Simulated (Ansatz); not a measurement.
Relaxation of CH4AlFSSi (9 atoms, charge 0, multiplicity 1), to a largest force component of 0.02 eV/Å in at most 50 steps.

These are results of RKS r2SCANh/def2-SVP in Ansatz 0.2.0, not measurements.

```xyz
9
Properties=species:S:1:pos:R:3
F -1.460 -0.963 1.424
Si -1.127 0.584 0.754
C 0.532 0.531 0.003
Al 1.218 -1.059 -0.975
S 1.367 1.710 -0.046
H -0.059 0.242 0.872
H -1.142 1.606 1.821
H 0.237 -2.338 -1.032
H 2.560 -1.062 -1.675
```

Q: Where does it end, and by what steps?

A: The run converged. After 33 steps the energy has fallen by 8.406 eV; H7 moved furthest, 1.89 Å. The start is strongly strained (largest force component 17 eV/Å), so its close contacts needn't be bonds. Parted: Si2–H6, Al4–H8. Joined: Si2–Al4, Si2–H8, Al4–S5.

```json
{"step": "0", "energy less start (eV)": "0.0000", "largest force component (eV/Å)": "17.206", "accepted": "yes"}
{"step": "2", "energy less start (eV)": "-4.7976", "largest force component (eV/Å)": "2.863", "accepted": "yes"}
{"step": "4", "energy less start (eV)": "-5.3038", "largest force component (eV/Å)": "0.699", "accepted": "yes"}
{"step": "6", "energy less start (eV)": "-5.3813", "largest force component (eV/Å)": "0.400", "accepted": "yes"}
{"step": "8", "energy less start (eV)": "-5.5681", "largest force component (eV/Å)": "0.456", "accepted": "yes"}
{"step": "10", "energy less start (eV)": "-6.0922", "largest force component (eV/Å)": "0.865", "accepted": "yes"}
{"step": "12", "energy less start (eV)": "-6.8294", "largest force component (eV/Å)": "2.006", "accepted": "yes"}
{"step": "14", "energy less start (eV)": "-7.3213", "largest force component (eV/Å)": "0.917", "accepted": "yes"}
{"step": "16", "energy less start (eV)": "-7.4936", "largest force component (eV/Å)": "0.334", "accepted": "yes"}
{"step": "18", "energy less start (eV)": "-7.6194", "largest force component (eV/Å)": "0.117", "accepted": "yes"}
{"step": "20", "energy less start (eV)": "-7.6848", "largest force component (eV/Å)": "0.095", "accepted": "yes"}
{"step": "22", "energy less start (eV)": "-7.7729", "largest force component (eV/Å)": "0.324", "accepted": "yes"}
{"step": "24", "energy less start (eV)": "-8.0746", "largest force component (eV/Å)": "0.644", "accepted": "yes"}
{"step": "26", "energy less start (eV)": "-8.3172", "largest force component (eV/Å)": "0.621", "accepted": "yes"}
{"step": "28", "energy less start (eV)": "-8.3891", "largest force component (eV/Å)": "0.506", "accepted": "yes"}
{"step": "30", "energy less start (eV)": "-8.4050", "largest force component (eV/Å)": "0.114", "accepted": "yes"}
{"step": "32", "energy less start (eV)": "-8.4061", "largest force component (eV/Å)": "0.026", "accepted": "yes"}
{"step": "33", "energy less start (eV)": "-8.4062", "largest force component (eV/Å)": "0.012", "accepted": "yes"}
```

```xyz
9
Properties=species:S:1:pos:R:3
F -1.422 -1.031 1.675
Si -0.820 -0.004 0.573
C 0.921 0.465 0.762
Al 1.357 -0.632 -0.779
S 1.174 1.524 -0.819
H 1.465 0.788 1.652
H -1.884 0.960 0.212
H -0.615 -0.894 -0.707
H 1.952 -1.924 -1.423
```

Whether the end is a true minimum wasn't checked by a vibrational analysis.

Time of the run: 2.8 min on 2 threads of Arm Neoverse V2, on a shared host, peak memory 0.25 GiB.
